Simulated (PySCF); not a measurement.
**Ti²⁺: ionisation energy**

Ti²⁺ [Ar] 3d2 (3F) → Ti³⁺ [Ar] 3d1 (2D), as a difference of total energies. All numbers are calculated (PySCF 2.14, the spin-free X2C one-electron Hamiltonian (Gaussian nucleus), in x2c-QZVPPall (11s7p5d3f2g, 96 functions)). Correlated levels: valence: [Ar] frozen; valence and next inner shell: [Ne] frozen. The calculations carry no spin-orbit coupling.

```csv
method,ionisation energy (eV)
UHF,26.625
LDA,28.070
PBE,27.988
PBE0,27.863
r2SCAN,27.941
B2PLYP,27.520
CAM-B3LYP,27.986
r2SCAN0,27.860
LC-wPBE,27.926
MP2 (valence),26.757
SCS-MP2 (valence),26.669
MP2 (valence and next inner shell),27.224
SCS-MP2 (valence and next inner shell),27.124
```

How much does correlation contribute at MP2 (valence and next inner shell)?

27.224 − (26.625) = 0.599 eV, measured against UHF.

Errors of the correlated levels include the incompleteness of this basis and the frozen core.

For comparison: 27.492 eV (measured; NIST Atomic Spectra Database, ionization energies).
